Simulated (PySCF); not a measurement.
PySCF 2.14 output of an unrestricted r2SCAN calculation on a single atom or ion in aug-cc-pVTZ-PP with ECP28MDF (6s6p5d3f2g, 88 functions), with a scalar-relativistic core potential:

```
SCF conv_tol = 1e-09
number electrons alpha = 11  beta = 6
    J. W. Furness, A. D. Kaplan, J. Ning, J. P. Perdew, and J. Sun.,  J. Phys. Chem. Lett. 11, 8208-8215 (2020)
    J. W. Furness, A. D. Kaplan, J. Ning, J. P. Perdew, and J. Sun.,  J. Phys. Chem. Lett. 11, 9248-9248 (2020)
    J. W. Furness, A. D. Kaplan, J. Ning, J. P. Perdew, and J. Sun.,  J. Phys. Chem. Lett. 11, 8208-8215 (2020)
    J. W. Furness, A. D. Kaplan, J. Ning, J. P. Perdew, and J. Sun.,  J. Phys. Chem. Lett. 11, 9248-9248 (2020)
cycle= 1 E= -109.909468887082  delta_E= -0.0091  |g|= 0.0253  |ddm|= 0.423
cycle= 2 E= -109.909544737488  delta_E= -7.59e-05  |g|= 0.025  |ddm|= 0.145
cycle= 3 E= -109.909722681399  delta_E= -0.000178  |g|= 0.00133  |ddm|= 0.016
cycle= 4 E= -109.909723463336  delta_E= -7.82e-07  |g|= 0.000248  |ddm|= 0.0118
cycle= 5 E= -109.909723483797  delta_E= -2.05e-08  |g|= 2.09e-05  |ddm|= 0.000476
cycle= 6 E= -109.909723483967  delta_E= -1.71e-10  |g|= 6.83e-07  |ddm|= 2.97e-05
converged SCF energy = -109.909723483967  <S^2> = 8.7517094  2S+1 = 6.0005698
```

The run itself started from symmetry-adapted Hartree-Fock orbitals and held the occupation by maximum overlap, on a logarithmic radial grid, so the iterations belong to that start.

Q: Which element, charge and spin multiplicity is this?

A: Rh (rhodium, neutral), multiplicity 6; the state was [Kr] 4d7 5s1 6s1, high-spin 6F determinant (an excited configuration).

Energies and moments cover only the electrons outside the core potential. The outer electron is Rydberg-like, and this basis confines it to a smaller radius and binds it less than a complete one would.
